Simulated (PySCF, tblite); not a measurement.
Isomers of C6H4FN3, one GFN2-xTB conformer each. Single-point energies are computed at PBE0/pcSseg-1 (PySCF, gas phase, no added dispersion term), electronic only.

```tsv
SMILES	GFN2-xTB relative energy (kJ/mol)
Fc1cccc2nn[nH]c12	0.0
Fc1ccc2cnnn2c1	2.1
```

**Question.** What does PBE0/pcSseg-1 give for the same structures?

**Answer.** 
```csv
SMILES,PBE0/pcSseg-1 E (Eh),PBE0/pcSseg-1 (kJ/mol),GFN2-xTB (kJ/mol),point group
Fc1cccc2nn[nH]c12,-494.50532,0.0,0.0,Cs
Fc1ccc2cnnn2c1,-494.48823,44.9,2.1,Cs
```

Both levels put the same isomer lowest. As drawn, the lower has an N–H bond, which the higher lacks.

**Question.** Which frontier levels, dipoles and rotational constants go with these structures?

**Answer.** 
| SMILES | HOMO (eV, PBE0/pcSseg-1) | LUMO (eV) | dipole (D) | A, B, C (MHz) |
| --- | --- | --- | --- | --- |
| Fc1cccc2nn[nH]c12 | -7.24 | -1.43 | 2.77 | 2255, 1515, 906.3 |
| Fc1ccc2cnnn2c1 | -6.83 | -1.77 | 4.06 | 3665, 1083, 835.8 |

**Question.** What happens when harmonic zero-point energies from GFN2-xTB frequencies are added?

**Answer.** 
| SMILES | ZPE (kJ/mol) | electronic (kJ/mol) | with ZPE (kJ/mol) |
| --- | --- | --- | --- |
| Fc1cccc2nn[nH]c12 | 248.9 | 0.0 | 0.0 |
| Fc1ccc2cnnn2c1 | 247.8 | 44.9 | 43.8 |

The zero-point energies span 1.1 kJ/mol. The order is unchanged.
